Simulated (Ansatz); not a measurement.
`CB(F)C=O` + `[F][GeH]([F])[O][SiH3]` → `O=CB(F)[SiH3]` + `C[O][GeH]([F])[F]`  (redistribution)

Isolated molecules relaxed with PBE0-D4/def2-TZVP in Ansatz; ΔE leaves out vibrations. CCSD(T)/CBS adds triple-zeta CCSD(T) − MP2 to the extrapolated MP2 energy (def2 sets, frozen cores). DFT in def2-TZVPP. B3LYP here is the variant with VWN-RPA as its local correlation; programs differ in this. HSE06 is defined as in plane-wave codes. For Ge outer-core shells are correlated without core-valence functions, which leaves a few kJ/mol of doubt a bond. Scalar relativity is left out up to krypton. One conformer a species, not always the lowest.

| level | ΔE (eV) |
| --- | --- |
| B3LYP-D4 | 2.31 |
| HSE06-D4 | 2.24 |

Problem. What does CCSD(T)/CBS give? (An estimate is asked.)

Solution. Computed: +2.37 eV. The listed levels differ from it by -0.06, -0.13 eV.

Largest T1 diagnostic among the species: 0.015.

From BLYP to BHLYP (50 % exact exchange), in def2-TZVPP and without D4, ΔE moves by +0.23 eV. Leaving LDA and LC-ωPBE aside and taking each functional with its dispersion term where it has one, the values, not all of them listed here, spread over 0.34 eV, from revPBE-D4 to BHLYP-D4. LDA lies +0.06 eV from PBE without D4.
